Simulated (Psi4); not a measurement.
H$_{2}$Te, charge +1, quartet, at the geometry of the source list (a state made from the parent by changing its charge; the spin is typed, not shown lowest) (core potentials on Te); HF/def2-SVP (Psi4 1.11).

Here is a job for Psi4.
```
memory 2 GB

molecule {
1 4
  Te   -0.00170000    0.78910000    0.00000000
  H    -1.13910000   -0.39800000    0.00000000
  H     1.14080000   -0.39100000    0.00000000
}

set basis def2-svp
set reference rohf

energy('scf')
print_variables()
```

Problem. Predict the main parts of the log of this Psi4 run.

Solution. 
```
   => Loading Basis Set <=

    Name: DEF2-SVP
    Role: ORBITAL
    Keyword: BASIS

    !!!  WARNING: ECP capability is in beta. Please check occupations closely.  !!!

         ---------------------------------------------------------
                                   SCF
               by Justin Turney, Rob Parrish, Andy Simmonett
                          and Daniel G. A. Smith
                             ROHF Reference
         ---------------------------------------------------------

  ==> Geometry <==

    Molecular point group: cs
    Full point group: Cs

    Geometry (in Angstrom), charge = 1, multiplicity = 4:

       Center              X                  Y                   Z               Mass
    ------------   -----------------  -----------------  -----------------  -----------------
         TE          -0.000038961755     0.018084365886     0.000000000000   129.906222748000
         H           -1.137438961755    -1.169015634114     0.000000000000     1.007825032230
         H            1.142461038245    -1.162015634114     0.000000000000     1.007825032230

  Running in cs symmetry.

  Rotational constants: A =      6.43594  B =      6.06248  C =      3.12182 [cm^-1]
  Rotational constants: A = 192944.60608  B = 181748.59898  C =  93589.66579 [MHz]
  Nuclear repulsion =   15.689180772146630

  Charge       = 1
  Multiplicity = 4
  Electrons    = 25
  Nalpha       = 14
  Nbeta        = 11

  ==> Algorithm <==

  SCF Algorithm Type is DF.
  DIIS enabled.
  MOM disabled.
  Fractional occupation disabled.
  Guess Type is SAD.
  Energy threshold   = 1.00e-06
  Density threshold  = 1.00e-06
  Integral threshold = 1.00e-12

  ==> Primary Basis <==

  Basis Set: DEF2-SVP
    Blend: DEF2-SVP
    Number of shells: 16
    Number of basis functions: 36
    Number of Cartesian functions: 38
    Spherical Harmonics?: true
    Max angular momentum: 2

  Core potential: DEF2-SVP
    Number of shells: 4
    Number of ECP primitives: 18
    Number of ECP core electrons: 28
    Max angular momentum: 3

   => Loading Basis Set <=

    Name: (DEF2-SVP AUX)
    Role: JKFIT
    Keyword: DF_BASIS_SCF

  ==> Integral Setup <==

  SCF_SUBTYPE=INCORE selected. In-core MEM_DF algorithm will be used.
  Using in-core AOs.

  ==> MemDFJK: Density-Fitted J/K Matrices <==

    J tasked:                   Yes
    K tasked:                   Yes
    wK tasked:                   No
    Algorithm:                 Core
    Schwarz Cutoff:           1E-12
    Mask sparsity (%):       0.0000
    Fitting Condition:        1E-10

   => Auxiliary Basis Set <=

  Basis Set: (DEF2-SVP AUX)
    Blend: DEF2-UNIVERSAL-JKFIT
    Number of shells: 58
    Number of basis functions: 254
    Number of Cartesian functions: 349
    Spherical Harmonics?: true
    Max angular momentum: 5

  Minimum eigenvalue in the overlap matrix is 2.5148899382E-02.
  Reciprocal condition number of the overlap matrix is 6.7448988086E-03.
    Using symmetric orthogonalization.

  ==> Pre-Iterations <==

  SCF Guess: Superposition of Atomic Densities via on-the-fly atomic UHF (no occupation information).

   -------------------------
    Irrep   Nso     Nmo
   -------------------------
     A'        26      26
     A"        10      10
   -------------------------
    Total      36      36
   -------------------------

  ==> Iterations <==

                           Total Energy        Delta E     RMS |[F,P]|

   @DF-ROHF iter SAD:  -265.34979001984254   -2.65350e+02   0.00000e+00
   @DF-ROHF iter   1:  -267.59787768872309   -2.24809e+00   4.19590e-03 DIIS
   @DF-ROHF iter   2:  -267.61281468458651   -1.49370e-02   1.22250e-03 DIIS
   @DF-ROHF iter   3:  -267.61397526906808   -1.16058e-03   3.34927e-04 DIIS
   @DF-ROHF iter   4:  -267.61409561583349   -1.20347e-04   8.40223e-05 DIIS
   @DF-ROHF iter   5:  -267.61410725109636   -1.16353e-05   2.95661e-05 DIIS
   @DF-ROHF iter   6:  -267.61410986399852   -2.61290e-06   1.44030e-05 DIIS
   @DF-ROHF iter   7:  -267.61411099841132   -1.13441e-06   1.14221e-05 DIIS
   @DF-ROHF iter   8:  -267.61411152304902   -5.24638e-07   1.18157e-05 DIIS
   @DF-ROHF iter   9:  -267.61410708248491    4.44056e-06   6.57589e-06 DIIS
   @DF-ROHF iter  10:  -267.61410540010911    1.68238e-06   1.33147e-06 DIIS
   @DF-ROHF iter  11:  -267.61410540103839   -9.29276e-10   4.57974e-07 DIIS
  Energy and wave function converged.

  ==> Post-Iterations <==

    Orbital Energies [Eh]
    ---------------------

    Doubly Occupied:

       1Ap    -7.473972     2Ap    -5.446137     1App   -5.444044
       3Ap    -5.433912     4Ap    -2.304465     2App   -2.303606
       5Ap    -2.299037     3App   -2.290745     6Ap    -2.287935
       7Ap    -1.112812     8Ap    -0.783408

    Singly Occupied:

       9Ap    -0.600280     4App   -0.477827    10Ap    -0.266909

    Virtual:

      11Ap    -0.097422    12Ap     0.127192    13Ap     0.185640
      14Ap     0.193115    15Ap     0.206551     5App    0.211862
       6App    0.218942     7App    0.224387    16Ap     0.343865
      17Ap     0.389632    18Ap     0.530868    19Ap     0.684858
      20Ap     1.386185     8App    1.437923     9App    1.516429
      21Ap     1.586023    22Ap     1.871736    23Ap     1.900969
      10App   18.802410    24Ap    19.223665    25Ap    19.245113
      26Ap    52.801148

    Final Occupation by Irrep:
             Ap   App
    DOCC [     8,    3 ]
    SOCC [     2,    1 ]
    NA   [    10,    4 ]
    NB   [     8,    3 ]

  @DF-ROHF Final Energy:  -267.61410540103839

   => Energetics <=

    Nuclear Repulsion Energy =             15.6891807721466296
    One-Electron Energy =                -490.2353844974259118
    Two-Electron Energy =                 206.9320983242408829
    Total Energy =                       -267.6141054010383868

Computation Completed

Properties will be evaluated at   0.000000,   0.000000,   0.000000 [a0]

Properties computed using the SCF density matrix

 Multipole Moments:

 ------------------------------------------------------------------------------------
     Multipole            Electronic (a.u.)      Nuclear  (a.u.)        Total (a.u.)
 ------------------------------------------------------------------------------------

 L = 1.  Multiply by 2.5417464519 to convert [e a0] to [Debye]
 Dipole X            :         -0.0096833            0.0077233           -0.0019600
 Dipole Y            :          3.4134378           -3.5848227           -0.1713850
 Dipole Z            :          0.0000000            0.0000000            0.0000000
 Magnitude           :                                                    0.1713962

 ------------------------------------------------------------------------------------

  Variable Map:
  ----------------------------------------------------------------------------
  "CURRENT ENERGY"           =>    -267.614105401038
  "CURRENT REFERENCE ENERGY" =>    -267.614105401038
  "DD SOLVATION ENERGY"      =>       0.000000000000
  "HF KINETIC ENERGY"        =>     103.872908950892
  "HF POTENTIAL ENERGY"      =>    -371.487014351930
  "HF TOTAL ENERGY"          =>    -267.614105401038
  "HF VIRIAL RATIO"          =>       3.576360940537
  "NUCLEAR REPULSION ENERGY" =>      15.689180772147
  "ONE-ELECTRON ENERGY"      =>    -490.235384497426
  "PCM POLARIZATION ENERGY"  =>       0.000000000000
  "PE ENERGY"                =>       0.000000000000
  "SCF ITERATION ENERGY"     =>    -267.614105401038
  "SCF ITERATIONS"           =>      11.000000000000
  "SCF TOTAL ENERGY"         =>    -267.614105401038
  "TWO-ELECTRON ENERGY"      =>     206.932098324241

  Array Variable Map:
  ----------------------------------------------------------------------------
  "CURRENT DIPOLE"           =>      -0.001960013116 ... 0.000000000000 1 by 3
  "SCF DIPOLE"               =>      -0.001960013116 ... 0.000000000000 1 by 3
  "SCF TOTAL ENERGIES"       =>    -265.349790019843 ... -267.614105401038 1 by 12
```
